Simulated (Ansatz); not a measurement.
`[F][Ga]([Cl])[Br]` + H₂ → `[F][GaH][Cl]` + HBr at 500 K and 1 bar (hydrogenolysis of a Ga–Br bond).

Isolated molecules relaxed with PBE0-D4/def2-TZVP in Ansatz; ΔE leaves out vibrations. CCSD(T)/CBS adds triple-zeta CCSD(T) − MP2 to the extrapolated MP2 energy (def2 sets, frozen cores). This one scheme is used for every species. For Br, Ga outer-core shells are correlated without core-valence functions, which leaves a few kJ/mol of doubt a bond. Scalar relativity is left out up to krypton.

| species | CCSD(T)/CBS energy (Eh) | H − E (kJ/mol) | S (J/(mol·K)) |
| --- | --- | --- | --- |
| `[F][Ga]([Cl])[Br]` | -5056.97994 | 43.9 | 380.7 |
| H₂ | -1.17544 | 41.0 | 145.5 |
| `[F][GaH][Cl]` | -2484.20089 | 53.4 | 328.5 |
| HBr | -2573.91920 | 30.5 | 213.7 |

H − E and S are ideal-gas, rigid-rotor, harmonic terms from PBE0-D4/def2-TZVP. The MP2-based limit puts H₂ 0.8 mEh under its directly extrapolated value; such offsets cancel only in part. 1 Eh = 2625.50 kJ/mol, R = 8.31446 J/(mol·K).

Task: By hand: ΔE, ΔH, ΔS and ΔG.

Result: ΔE = (-2484.20089) + (-2573.91920) − (-5056.97994) − (-1.17544) = 0.03529 Eh = 92.7 kJ/mol. Δ(H − E) = 53.4 + 30.5 − 43.9 − 41.0 = -1.0, so ΔH = 91.7 kJ/mol. ΔS = 328.5 + 213.7 − 380.7 − 145.5 = 16.0 J/(mol·K). ΔG = 91.7 − 500 × (16.0)/1000 = 83.7 kJ/mol.

Task: By hand: the equilibrium constant, and the temperature at which ΔG would vanish if ΔH and ΔS stayed fixed.

Result: log₁₀ K = −ΔG/(RT ln 10) = -8.7. ΔG = 0 at ΔH/ΔS = 5731 K, far beyond where these terms or the molecules hold.

ΔH outweighs TΔS. A doubt of 5 kJ/mol in ΔE shifts log₁₀ K by 0.5 here. These are equilibria of isolated gas molecules and say nothing of rates. Largest T1 diagnostic: 0.013 (customary marks: 0.02 for closed shells, 0.045 for open ones).
